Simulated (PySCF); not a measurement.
Orbital gap (eV) of eight silicon and germanium compounds: PBE beside PBE0, computed with PySCF for isolated molecules in the bases named; differences from unrounded values. The eight are the first of their class met in an unordered collection, after screening for sound electronic states; none was chosen by its value. Each molecule has one DFT geometry for both levels.

| molecule | basis | PBE0 |
|---|---|---|
| SiBr2, SMILES Br[Si]Br (connectivity only; charge and spin as stated), neutral, multiplicity 1 | def2-TZVPD | 4.46 |
| CH₉GeNSi, SMILES C[SiH2][NH][GeH3] | def2-TZVP | 7.41 |
| C2H7ClO2Si, SMILES CCO[SiH](O)Cl | def2-TZVP | 9.22 |
| CH6GeO4, SMILES [O]([Ge]([OH])([OH])[OH])C | def2-TZVP | 8.04 |
| germylsulfanylgermane (Ge₂H₆S), SMILES [GeH3][S][GeH3] | def2-TZVP | 6.91 |
| CH7GeNOSi, SMILES [SiH2]1C[NH][Ge@H]1[OH] | def2-TZVP | 6.51 |
| CH5ClF2Si2, SMILES C[Si](F)(F)[SiH2]Cl | def2-TZVP | 7.36 |
| C₃H₇NOSi, SMILES C[C@H]1OC=N[SiH2]1 | def2-TZVP | 7.61 |

Question: Estimate the PBE values and say how PBE differs from PBE0 over the set. (An estimate is asked for; the answer gives what the named calculation found.)

Answer: 
```
molecule                                                                                         PBE  difference
----------------------------------------------------------------------------------------------  ----  ----------
SiBr2, SMILES Br[Si]Br (connectivity only; charge and spin as stated), neutral, multiplicity 1  2.69       -1.77
CH₉GeNSi, SMILES C[SiH2][NH][GeH3]                                                              5.22       -2.19
C2H7ClO2Si, SMILES CCO[SiH](O)Cl                                                                6.75       -2.47
CH6GeO4, SMILES [O]([Ge]([OH])([OH])[OH])C                                                      5.37       -2.67
germylsulfanylgermane (Ge₂H₆S), SMILES [GeH3][S][GeH3]                                          4.84       -2.07
CH7GeNOSi, SMILES [SiH2]1C[NH][Ge@H]1[OH]                                                       4.34       -2.17
CH5ClF2Si2, SMILES C[Si](F)(F)[SiH2]Cl                                                          5.23       -2.13
C₃H₇NOSi, SMILES C[C@H]1OC=N[SiH2]1                                                             5.12       -2.49
```
PBE lies below PBE0 in 8 and above it in 0 of the eight; the mean signed difference is -2.25 and the largest -2.67 eV.
